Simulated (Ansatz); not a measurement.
Born–Oppenheimer molecular dynamics of Cl$_{2}$H$_{2}$Sn (5 atoms, charge 0, multiplicity 1). It starts from a relaxed structure.

Method: RHF/def2-SVP (Ansatz).

| Item | Value |
| --- | --- |
| ensemble | NVE (velocity Verlet) |
| time step | 0.5 fs |
| steps asked | 500 |
| starting velocities drawn for | 200 K |
| seed | 857577 |

Frames 1 fs apart, positions in Å, forces in eV/Å.

Velocities at 190 fs (Å/ps):

```
Sn -0.04 -0.20 -0.22
Cl 0.03 0.35 -0.03
Cl 0.10 0.30 0.22
H 8.43 -3.49 16.42
H -8.78 3.98 2.82
```

```xyz
5
Properties=species:S:1:pos:R:3:forces:R:3 time_fs=190 energy_less_start_eV=0.053 T=64
Sn -0.054 -0.004 -0.030 0.03 0.45 -0.39
Cl 0.028 0.006 2.293 0.01 -0.16 0.30
Cl 2.204 0.002 -0.745 -0.46 -0.06 0.06
H -0.817 1.458 -0.453 0.22 0.01 -0.05
H -0.917 -1.323 -0.640 0.20 -0.24 0.08
5
Properties=species:S:1:pos:R:3:forces:R:3 time_fs=191 energy_less_start_eV=0.055 T=59
Sn -0.054 -0.004 -0.030 0.09 0.32 -0.32
Cl 0.028 0.007 2.293 0.02 -0.17 0.31
Cl 2.204 0.002 -0.745 -0.46 -0.07 0.06
H -0.807 1.455 -0.436 0.14 0.15 -0.11
H -0.924 -1.320 -0.637 0.21 -0.23 0.07
5
Properties=species:S:1:pos:R:3:forces:R:3 time_fs=192 energy_less_start_eV=0.057 T=52
Sn -0.054 -0.004 -0.031 0.15 0.19 -0.26
Cl 0.028 0.007 2.293 0.02 -0.18 0.31
Cl 2.204 0.002 -0.745 -0.46 -0.08 0.05
H -0.797 1.453 -0.421 0.07 0.28 -0.17
H -0.930 -1.319 -0.633 0.23 -0.22 0.07
5
Properties=species:S:1:pos:R:3:forces:R:3 time_fs=193 energy_less_start_eV=0.059 T=47
Sn -0.054 -0.004 -0.031 0.19 0.09 -0.21
Cl 0.028 0.007 2.293 0.02 -0.19 0.32
Cl 2.204 0.003 -0.744 -0.45 -0.08 0.04
H -0.785 1.454 -0.408 0.00 0.38 -0.22
H -0.934 -1.321 -0.629 0.24 -0.19 0.06
5
Properties=species:S:1:pos:R:3:forces:R:3 time_fs=194 energy_less_start_eV=0.060 T=46
Sn -0.054 -0.004 -0.031 0.21 0.03 -0.17
Cl 0.028 0.007 2.294 0.03 -0.19 0.32
Cl 2.203 0.003 -0.744 -0.45 -0.09 0.04
H -0.774 1.458 -0.397 -0.03 0.42 -0.25
H -0.935 -1.324 -0.624 0.25 -0.16 0.06
5
Properties=species:S:1:pos:R:3:forces:R:3 time_fs=195 energy_less_start_eV=0.058 T=52
Sn -0.054 -0.004 -0.032 0.20 0.04 -0.14
Cl 0.028 0.007 2.294 0.03 -0.20 0.32
Cl 2.203 0.003 -0.744 -0.43 -0.10 0.03
H -0.763 1.466 -0.388 -0.04 0.39 -0.27
H -0.934 -1.329 -0.618 0.25 -0.13 0.05
5
Properties=species:S:1:pos:R:3:forces:R:3 time_fs=196 energy_less_start_eV=0.053 T=63
Sn -0.054 -0.004 -0.032 0.18 0.10 -0.13
Cl 0.028 0.007 2.295 0.03 -0.20 0.32
Cl 2.202 0.003 -0.743 -0.42 -0.10 0.03
H -0.752 1.478 -0.382 -0.03 0.30 -0.26
H -0.931 -1.335 -0.612 0.24 -0.10 0.04
5
Properties=species:S:1:pos:R:3:forces:R:3 time_fs=197 energy_less_start_eV=0.048 T=76
Sn -0.054 -0.004 -0.032 0.14 0.22 -0.12
Cl 0.029 0.007 2.295 0.02 -0.20 0.31
Cl 2.202 0.003 -0.743 -0.40 -0.11 0.02
H -0.741 1.493 -0.378 0.01 0.15 -0.24
H -0.925 -1.342 -0.605 0.23 -0.07 0.03
5
Properties=species:S:1:pos:R:3:forces:R:3 time_fs=198 energy_less_start_eV=0.044 T=86
Sn -0.054 -0.005 -0.033 0.10 0.37 -0.12
Cl 0.029 0.007 2.296 0.02 -0.20 0.30
Cl 2.201 0.003 -0.743 -0.38 -0.11 0.01
H -0.731 1.509 -0.376 0.05 -0.01 -0.22
H -0.917 -1.350 -0.598 0.21 -0.05 0.02
5
Properties=species:S:1:pos:R:3:forces:R:3 time_fs=199 energy_less_start_eV=0.042 T=91
Sn -0.054 -0.005 -0.033 0.07 0.52 -0.11
Cl 0.029 0.007 2.296 0.02 -0.20 0.29
Cl 2.200 0.004 -0.743 -0.35 -0.11 0.01
H -0.720 1.525 -0.377 0.08 -0.18 -0.19
H -0.907 -1.358 -0.591 0.18 -0.03 0.00
5
Properties=species:S:1:pos:R:3:forces:R:3 time_fs=200 energy_less_start_eV=0.041 T=93
Sn -0.054 -0.005 -0.033 0.06 0.65 -0.10
Cl 0.029 0.007 2.297 0.01 -0.19 0.27
Cl 2.199 0.004 -0.742 -0.33 -0.12 0.00
H -0.708 1.540 -0.379 0.10 -0.32 -0.16
H -0.895 -1.366 -0.584 0.15 -0.02 -0.01
5
Properties=species:S:1:pos:R:3:forces:R:3 time_fs=201 energy_less_start_eV=0.041 T=93
Sn -0.054 -0.005 -0.034 0.07 0.75 -0.08
Cl 0.029 0.007 2.298 0.00 -0.18 0.26
Cl 2.198 0.004 -0.742 -0.29 -0.12 -0.01
H -0.695 1.551 -0.383 0.11 -0.43 -0.14
H -0.882 -1.375 -0.577 0.11 -0.02 -0.03
```

Of the whole run (250 fs, mean temperature of the second half 99 K): The conserved energy stayed within 0.023 meV per atom of its start (net change 0.017 meV per atom), so the integration is sound. Over the second half the temperature averaged 0.50 of the 200 K drawn at the start: a run that starts near a minimum puts about half its kinetic energy into the potential. A run of 0.25 ps of so small a system gives no equilibrium averages.

Time of the run: 9.9 min on 1 thread of Arm Neoverse V2, on a shared host, peak memory 0.14 GiB.
